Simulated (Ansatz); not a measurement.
# Relative stability

The two ends of one reaction step of Si$_{2}$H$_{6}$F$_{2}$, closed shell (PBE0-D4/def2-TZVP).

A:

Si1  (-0.932, 1.101, -0.025)
H2  (-0.807, -2.560, -0.404)
F3  (-1.922, -0.105, -0.357)
F4  (-0.972, 2.089, -1.274)
H5  (-1.505, 1.829, 1.132)
H6  (-0.227, -3.021, -0.309)
Si7  (1.247, 0.289, 0.258)
H8  (1.273, -0.650, 1.410)
H9  (1.697, -0.409, -0.973)
H10  (2.147, 1.437, 0.542)
(Å)

B:

```
10
angstrom
Si -1.8670 0.5500 -0.3306
H -1.7629 -0.7721 -0.9743
F -3.1368 1.2964 -0.9190
F -0.5874 1.4065 -0.7208
H -1.9832 0.5183 1.1385
H 2.8297 -1.5965 0.8904
Si 1.8729 -0.5940 0.3571
H 0.5150 -0.9133 0.8760
H 1.8560 -0.6588 -1.1246
H 2.2636 0.7636 0.8075
```

Computed with Ansatz 0.2.0 (basis: def2-TZVPP); correlated methods freeze the cores. B3LYP uses VWN-RPA correlation.

(1) Which structure is lower at CCSD(T), and by how much? (To be estimated.)

No T1 diagnostic of these runs exceeds 0.013.

## Answers

(1) The calculation gives: B, by 0.410 eV (electronic energy, against the other). By their contacts, A is a complex of Si₂H₄F₂ ([F][SiH]([F])[SiH3]) + H₂ and B is a complex of SiH₂F₂ ([F][SiH2][F]) + SiH₄.

All methods give the same order:

```csv
method,E(B) − E(A) (eV)
SPW92,-0.237
PBE-D4,-0.186
BLYP-D4,-0.290
r2SCAN-D4,-0.296
B97M-V,-0.332
PBE0-D4,-0.267
B3LYP-D4,-0.352
r2SCAN0-D4,-0.347
BHLYP-D4,-0.443
CAM-B3LYP-D4,-0.413
wB97X-V,-0.357
wB97M-V,-0.404
B2PLYP,-0.409
PBE-QIDH,-0.366
RPA on PBE,-0.441
HF,-0.621
MP2,-0.427
CCSD,-0.450
CCSD(T),-0.410
```

Labels in which every atom is bracketed show which atoms are joined, not bond orders.

For scale, one of the runs: CCSD(T)/def2-TZVPP, 230 basis functions, launched by `ansatz run in.yaml --threads 4 --pin off --events-out ev --progress --plain --max-ram 9574MiB`. The run took 81 s on 4 CPU threads of an Arm Neoverse V2 (shared host), with 3.8 GiB of host memory at its peak.
